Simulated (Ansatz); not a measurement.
The geometry has D3h symmetry (within 0.05 Å) and had no frequency check at the DFT level, so a distortion to lower symmetry isn't ruled out.

Species: [3]prismane cage Ge6H6 `[GeH]12[GeH]3[GeH]1[GeH]1[GeH]2[GeH]31` (charge 0, multiplicity 1).

Calculation: PBE-D3(BJ)/def2-SVP in Ansatz (an electronic-structure program). No frequencies were computed at this level.

Ansatz 0.2 input:
```yaml
crystal:
  periodic: [false, false, false]
  atoms:
    - { symbol: Ge, position_ang: [1.5242, -0.011, 1.271] }
    - { symbol: Ge, position_ang: [-0.7564, 1.3152, 1.2709] }
    - { symbol: Ge, position_ang: [-0.7633, -1.3175, 1.2751] }
    - { symbol: Ge, position_ang: [-0.7499, -1.3246, -1.2697] }
    - { symbol: Ge, position_ang: [1.5139, 0.0123, -1.2697] }
    - { symbol: Ge, position_ang: [-0.7726, 1.3043, -1.2684] }
    - { symbol: H, position_ang: [2.7511, -0.0125, 2.4468] }
    - { symbol: H, position_ang: [-1.3541, 2.388, 2.4401] }
    - { symbol: H, position_ang: [-1.3994, -2.3555, 2.4598] }
    - { symbol: H, position_ang: [-1.3581, -2.3722, -2.459] }
    - { symbol: H, position_ang: [2.7289, -0.0026, -2.4536] }
    - { symbol: H, position_ang: [-1.3644, 2.3762, -2.4433] }
basis:
  gaussian: { orbitals: def2-svp }
hamiltonian:
  xc: pbe
  dispersion: d3bj
relax:
  max_steps: 150
  f_tol: 0.02
scf:
  lower_state_search: light
```

Output:

```
Functional definition: PBE
2454 factors; their error is unknown
mean field evaluation 1: about -339110.9317 eV, gradient 4.3e1 eV
mean field evaluation 2: about -339111.0972 eV, gradient 4.6e1 eV
mean field evaluation 4: about -339113.2409 eV, gradient 1.7e0 eV
mean field evaluation 8: about -339113.2516 eV, gradient 2.8e-1 eV
mean field evaluation 16: about -339113.0549 eV, gradient 5.3e-4 eV
mean field -339113.05488507 eV, -12462.1749079421 hartree, gradient 9.7e-6 eV, S^2 0.000000; 0 other end points of the search recorded, 0 dependent functions left out
reference -339113.05493406 eV, -12462.1749097422 hartree; 99, 99 occupied and 123, 123 virtual orbitals, 2454 factors
relax step   1: F+E_penalty+E_count = -339113.55650338 eV  Δ(F+E_penalty+E_count) = +0.000e0 eV  max|allowed force component| = 8.954e-1 eV/Å  Δτ_max = 0.0000 Å  (31 SCF iters, accepted)
these checks for a lower state are left out or cut short: starts, cluster_reference, orbital_swaps, neighbouring_geometries, increment
2454 factors; their error is unknown
mean field -339113.82759533 eV, -12462.2033045204 hartree, gradient 5.8e-5 eV, S^2 0.000000; 0 other end points of the search recorded, 0 dependent functions left out
reference -339113.82764251 eV, -12462.2033062543 hartree; 99, 99 occupied and 123, 123 virtual orbitals, 2454 factors
relax step   2: F+E_penalty+E_count = -339114.32091830 eV  Δ(F+E_penalty+E_count) = -7.644e-1 eV  max|allowed force component| = 3.306e-1 eV/Å  Δτ_max = 0.1913 Å  (33 SCF iters, accepted)
these checks for a lower state are left out or cut short: starts, cluster_reference, orbital_swaps, neighbouring_geometries, increment
2454 factors; their error is unknown
mean field -339113.84230125 eV, -12462.2038449528 hartree, gradient 6.0e-5 eV, S^2 0.000000; 0 other end points of the search recorded, 0 dependent functions left out
reference -339113.84234827 eV, -12462.2038466808 hartree; 99, 99 occupied and 123, 123 virtual orbitals, 2454 factors
relax step   3: F+E_penalty+E_count = -339114.33708436 eV  Δ(F+E_penalty+E_count) = -1.617e-2 eV  max|allowed force component| = 1.141e-1 eV/Å  Δτ_max = 0.0386 Å  (27 SCF iters, accepted)
these checks for a lower state are left out or cut short: starts, cluster_reference, orbital_swaps, neighbouring_geometries, increment
2454 factors; their error is unknown
mean field evaluation 32: about -339114.0498 eV, gradient 1.3e0 eV
mean field -339113.84500007 eV, -12462.2039441327 hartree, gradient 5.2e-5 eV, S^2 0.000000; 0 other end points of the search recorded, 0 dependent functions left out
reference -339113.84504711 eV, -12462.2039458615 hartree; 99, 99 occupied and 123, 123 virtual orbitals, 2454 factors
relax step   4: F+E_penalty+E_count = -339114.33935524 eV  Δ(F+E_penalty+E_count) = -2.271e-3 eV  max|allowed force component| = 1.416e-2 eV/Å  Δτ_max = 0.0129 Å  (27 SCF iters, accepted)
2454 factors; their error is unknown
mean field -339113.84500007 eV, -12462.2039441327 hartree, gradient 5.2e-5 eV, S^2 0.000000; 1 other end points of the search recorded, 0 dependent functions left out
reference -339113.84504711 eV, -12462.2039458616 hartree; 99, 99 occupied and 123, 123 virtual orbitals, 2454 factors
Total energy: -339114.33940228 eV, -12462.2221130790 hartree
Atom 0 at     1.448046    -0.002980     1.241948 Å, force    -0.001129     0.000205     0.005861 eV/Å
Atom 1 at    -0.721156     1.255081     1.239577 Å, force    -0.001170     0.005184     0.014161 eV/Å
Atom 2 at    -0.726242    -1.252087     1.245216 Å, force     0.004471     0.006115    -0.006153 eV/Å
Atom 3 at    -0.726480    -1.250899    -1.239080 Å, force    -0.002930    -0.005003    -0.012257 eV/Å
Atom 4 at     1.447602    -0.001472    -1.242431 Å, force    -0.002092    -0.008478    -0.004809 eV/Å
Atom 5 at    -0.720755     1.256964    -1.244871 Å, force    -0.000412    -0.010722     0.001560 eV/Å
Atom 6 at     2.637260    -0.005539     2.265491 Å, force     0.000902     0.002265    -0.001886 eV/Å
Atom 7 at    -1.316103     2.284180     2.263401 Å, force     0.001909     0.005535     0.000312 eV/Å
Atom 8 at    -1.320525    -2.280940     2.270047 Å, force    -0.002946     0.002093    -0.003648 eV/Å
Atom 9 at    -1.326819    -2.279017    -2.261136 Å, force     0.003297    -0.000318     0.000598 eV/Å
Atom 10 at     2.635233    -0.010876    -2.267552 Å, force     0.003036     0.002391     0.001892 eV/Å
Atom 11 at    -1.310161     2.287684    -2.270609 Å, force    -0.002936     0.000732     0.004370 eV/Å
Dipole moment:     0.000177     0.000657     0.000128 e Å
```

Cost: very roughly 60 core-seconds.
